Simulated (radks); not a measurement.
Species: W23+. Configuration: [Kr] 4d10 4f5. All-electron calculation, Dirac Kohn-Sham, relativistic LDA (MacDonald-Vosko exchange, VWN5 correlation), spin-unpolarised, spherical densities, finite nucleus; open shells fill j = l - 1/2 first; Fermi nuclear charge, rms radius 5.3658 fm. Program: a radial shooting solver on a logarithmic mesh with Libxc functionals. Some entries of the table are withheld. Estimate them.

orbital  occ.  eigenvalue (eV)  <1/r> (bohr^-1)  <r^2> (bohr^2)
1s1/2       2        -69574.33            86.63       0.0004672
2s1/2       2        -12582.40            21.09        0.007119
2p1/2       2              (1)            21.06        0.005078
2p3/2       4              (2)            17.72        0.006276
3s1/2       2        -3428.080            7.758         0.04631
3p1/2       2        -3199.905            7.677         0.04243
3p3/2       4        -2910.034            6.814         0.04891
3d3/2       4        -2522.486              (3)         0.03785
3d5/2       6        -2459.161              (4)         0.03963
4s1/2       2        -1209.324            3.396          0.2138
4p1/2       2        -1113.069            3.305          0.2166
4p3/2       4        -1038.155            3.014          0.2442
4d3/2       4        -878.2459            2.854          0.2488
4d5/2       6        -863.3075            2.787          0.2574
4f5/2       5        -661.8556            2.537          0.2501
4f7/2       0        -658.3269            2.514          0.2537

Answer. 
(1) 2p1/2 eigenvalue (eV): -12074.55
(2) 2p3/2 eigenvalue (eV): -10739.44
(3) 3d3/2 <1/r> (bohr^-1): 6.708
(4) 3d5/2 <1/r> (bohr^-1): 6.503
